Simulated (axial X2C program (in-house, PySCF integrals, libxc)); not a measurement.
## Spin–orbit effects along a row: molecules with K, PBE0

Calculated with an axial X2C code built on PySCF integrals, spin-free (one-electron X2C) or two-component (2c: spin–orbit coupling with atomic mean-field Coulomb and Gaunt terms, which also bring small scalar terms), in Dyall basis sets with cores contracted in-house; open shells are unrestricted.

Basis sets: In dyall-cv3z, K dyall-cv3z, K dyall-v3z, Sb dyall-v3z, Sn dyall-cv3z, Sr dyall-cv3z, Te dyall-cv3z.

```tsv
molecule	spin-free state	Re (Å)	ωe (cm⁻¹)	De (eV)	2c state	Re 2c (Å)	ωe 2c (cm⁻¹)	De 2c (eV)
KSr	M_S = 1/2, Λ = 0	4.449	60.1	0.21	Ω = 1/2	4.448	60.1	0.21
KIn	M_S = 0, Λ = 0	3.735	100.1	0.54	Ω = 0	3.705	97.4	n/a
KSn	M_S = 3/2, Λ = 0	3.253	137.5	1.40	Ω = 3/2	3.255	137.0	n/a
KSb	M_S = 1, Λ = 0	3.315	147.2	1.23	Ω = 1	3.308	146.3	1.21
KTe	M_S = 1/2, Λ = 1	3.156	169.1	2.24	Ω = 3/2	3.160	167.8	2.20
```

Each entry is the lowest single determinant of a limited PBE0 search at one distance. De goes to single-determinant-based atoms at the same level (for ions the charge split of lowest energy) and is withheld (n/a) where an atom does not fit its ground term or J level. Main or longest-lived isotopes. One determinant is a doubtful description, or other states lie close, for KIn, KSn, KSb, KTe; these need not be ground states, and all values refer to the states named. Some open-shell Ω = 0 determinants are out of reach, so the Ω given for KSb need not be the lowest component. With several unpaired electrons the Ω given is that of one determinant, not necessarily of the lowest component. The functionals have no current term, which raises determinants with orbital currents.
